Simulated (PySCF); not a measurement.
# Which element holds N most strongly?

CCSD(T) in PySCF with def2-TZVPPD on every atom (core potentials on In, Sb, Hf, Ta), for the lowest determinant that a PBE0 search found; no spin–orbit coupling. D0 is De less the harmonic zero-point energy.

```tsv
M	state (unpaired electrons)	Re (Å)	ωe (cm⁻¹)	D0(MN) (eV)
In	triplet (π ↑↑)	2.211	448	1.62
B	triplet (σ ↑, π ↑)	1.333	1524	4.13
Hf	doublet (σ ↑)	1.751	890	5.26
P	singlet (closed shell)	1.502	1323	5.79
Sb	singlet (closed shell)	1.840	872	3.36
C	doublet (σ ↑)	1.178	2055	7.32
Ta	singlet (closed shell)	1.695	1067	6.35
```

Order the elements by D0 and give the energy of InN + Hf → HfN + In.

C > Ta > P > Hf > B > Sb > In; ΔE = 1.62 − 5.26 = -3.64 eV at CCSD(T)/def2-TZVPPD. Close neighbours can swap at other levels.

Correlated steps freeze the inner cores (1 to 6 orbitals); shallow outer-core shells are correlated. UHF and ROHF references stand side by side, which adds small steps between rows. These are scalar-relativistic numbers at best; spin–orbit coupling would shift them, the dissociation energy most. Where the molecule has an RHF reference, its open-shell atoms are computed with UHF. The CCSD T1 diagnostic is raised in BN, CN, HfN, SbN, TaN, a sign that a single reference may not be enough there. States were picked by a PBE0 search and need not be the measured ground states.
